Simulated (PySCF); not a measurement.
**A survey of ²⁹Si NMR shifts**

Fast rotation and ring inversion assumed for equivalent nuclei, isolated molecule, single conformer, non-relativistic Hamiltonian. GIAO PBE0/pcSseg-1 shieldings; GFN2-xTB structure; PySCF.

Shieldings were converted by a linear fit to measured shifts: ²⁹Si (scatter 8.9 ppm rms, 25.8 ppm with the 6 outliers that the fit left out vs TMS, solution or neat liquid). Occasional misses reach two or three times the rms, and more in compound classes unlike the fitted ones.

Give the ²⁹Si shifts of `C#C[C@@](C)([SiH2]C)N([SiH3])[SiH3]`, `CC[SiH2]N[SiH3]`, `CC[Si@@H](N)[SiH3]`, `CC[Si@@H](N)[SiH3]`, `CN(C)[SiH2][SiH3]`, `CN(C1CC1)[SiH](P)P`, `C/C=C\[Si@@H]1CC[SiH2][SiH2]N1`, `C[C@@H]1CN[Si@H](C(F)(F)F)C1`, `O1[SiH2]O[SiH2]O[SiH2]1`, `C#C[C@@H]1C(=O)[SiH2][C@@H]1C=O`.

## Answers


| compound | environment | δ (ppm) |
| --- | --- | --- |
| [CH:1]#[C:2][C@@:3]([CH3:4])([SiH2:5][CH3:6])[N:7]([SiH3:8])[SiH3:9] | Si5: silicon bonded to 2 C, 2 H | -44.0 |
| [CH:1]#[C:2][C@@:3]([CH3:4])([SiH2:5][CH3:6])[N:7]([SiH3:8])[SiH3:9] | Si8/9: silicon bonded to N, 3 H (×2) | -52.9 |
| [CH3:1][CH2:2][SiH2:3][NH:4][SiH3:5] | Si3: silicon bonded to C, N, 2 H | -28.7 |
| [CH3:1][CH2:2][SiH2:3][NH:4][SiH3:5] | Si5: silicon bonded to N, 3 H | -53.8 |
| [CH3:1][CH2:2][Si@@H:3]([NH2:4])[SiH3:5] | Si3: silicon bonded to C, N, Si, H | -26.4 |
| [CH3:1][CH2:2][Si@@H:3]([NH2:4])[SiH3:5] | Si5: silicon bonded to Si, 3 H | -107.0 |
| [CH3:1][CH2:2][Si@@H:3]([NH2:4])[SiH3:5] | Si3: silicon bonded to C, N, Si, H | -26.4 |
| [CH3:1][CH2:2][Si@@H:3]([NH2:4])[SiH3:5] | Si5: silicon bonded to Si, 3 H | -107.0 |
| [CH3:1][N:2]([CH3:3])[SiH2:4][SiH3:5] | Si4: silicon bonded to N, Si, 2 H | -36.9 |
| [CH3:1][N:2]([CH3:3])[SiH2:4][SiH3:5] | Si5: silicon bonded to Si, 3 H | -117.7 |
| CN(C1CC1)[SiH](P)P | silicon bonded to N, 2 P, H | -19.7 |
| [CH3:1]/[CH:2]=[CH:3]\[Si@@H:4]1[CH2:5][CH2:6][SiH2:7][SiH2:8][NH:9]1 | Si4: silicon bonded to 2 C, N, H, in a 6-membered ring | -29.7 |
| [CH3:1]/[CH:2]=[CH:3]\[Si@@H:4]1[CH2:5][CH2:6][SiH2:7][SiH2:8][NH:9]1 | Si8: silicon bonded to N, Si, 2 H, in a 6-membered ring | -53.1 |
| [CH3:1]/[CH:2]=[CH:3]\[Si@@H:4]1[CH2:5][CH2:6][SiH2:7][SiH2:8][NH:9]1 | Si7: silicon bonded to C, Si, 2 H, in a 6-membered ring | -79.0 |
| C[C@@H]1CN[Si@H](C(F)(F)F)C1 | silicon bonded to 2 C, N, H, in a 5-membered ring | -20.1 |
| O1[SiH2]O[SiH2]O[SiH2]1 | silicon bonded to 2 O, 2 H, in a 6-membered ring (×3) | -39.3 |
| C#C[C@@H]1C(=O)[SiH2][C@@H]1C=O | silicon bonded to 2 C, 2 H, in a 4-membered ring | -14.7 |
